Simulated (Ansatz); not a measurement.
Reaction (SMILES): [GaH] (GaH) (closed-shell singlet) → Ga atom + H atom
B3LYP-D3(BJ)/def2-TZVP geometries, fixed; electronic energies without zero-point terms.
Largest species:
```xyz
2

Ga     0.0000     0.0000    -0.0528
H      0.0000     0.0000     1.6363
```

Basis-set convergence of the atomisation energy at PBE with Ansatz (a program for electronic structure). All functions are spherical. The program fits the integrals of some runs and decomposes those of others, by size. Open shells are unrestricted. No added dispersion term, no relativity. Functions are those of the species that has most. Reference: the value in aug-cc-pV5Z, 66.30 kcal/mol, itself unsure by roughly 0.10 kcal/mol (its mean distance from pcseg-4, aug-pcseg-3, aug-cc-pVQZ). Deviations are taken from unrounded values.

| basis | functions | atomisation energy (kcal/mol) |
|---|---|---|
| cc-pVDZ | 32 | 65.70 |
| aug-cc-pVDZ | 45 | 65.41 |
| pcseg-1 | 32 | 66.10 |
| aug-pcseg-1 | 45 | 65.85 |
| def2-SVP | 37 | 66.38 |
| def2-SVPD | 46 | 66.78 |
| def2-TZVP | 54 | 66.59 |
| def2-TZVPD | 63 | 66.68 |
| cc-pVTZ | 57 | 66.40 |
| aug-cc-pVTZ | 82 | 66.31 |
| pcseg-2 | 57 | 65.93 |
| aug-pcseg-2 | 82 | 66.13 |
| def2-TZVPP | 62 | 66.70 |
| def2-TZVPPD | 71 | 66.77 |
| cc-pVQZ | 98 | 66.30 |
| aug-cc-pVQZ | 139 | 66.39 |
| pcseg-3 | 101 | 66.17 |
| aug-pcseg-3 | 142 | 66.19 |
| def2-QZVPP | 119 | 66.30 |
| def2-QZVPPD | 128 | 66.33 |
| cc-pV5Z | 159 | 66.27 |
| aug-cc-pV5Z | 220 | 66.30 |

What the diffuse functions change, pair by pair:
- cc-pVDZ to aug-cc-pVDZ: 13 more functions, deviation -0.60 to -0.89 kcal/mol
- pcseg-1 to aug-pcseg-1: 13 more functions, deviation -0.20 to -0.45 kcal/mol
- def2-SVP to def2-SVPD: 9 more functions, deviation 0.08 to 0.48 kcal/mol
- def2-TZVP to def2-TZVPD: 9 more functions, deviation 0.29 to 0.38 kcal/mol
- cc-pVTZ to aug-cc-pVTZ: 25 more functions, deviation 0.10 to 0.01 kcal/mol
- pcseg-2 to aug-pcseg-2: 25 more functions, deviation -0.37 to -0.17 kcal/mol
- def2-TZVPP to def2-TZVPPD: 9 more functions, deviation 0.40 to 0.47 kcal/mol
- cc-pVQZ to aug-cc-pVQZ: 41 more functions, deviation 0.00 to 0.09 kcal/mol
- pcseg-3 to aug-pcseg-3: 41 more functions, deviation -0.13 to -0.11 kcal/mol
- def2-QZVPP to def2-QZVPPD: 9 more functions, deviation 0.00 to 0.03 kcal/mol
- cc-pV5Z to aug-cc-pV5Z: 61 more functions, deviation -0.03 to 0.00 kcal/mol

Leaving out the reference's own pair, they bring the value nearer the reference by more than 0.10 kcal/mol in 1 of 10 pairs.
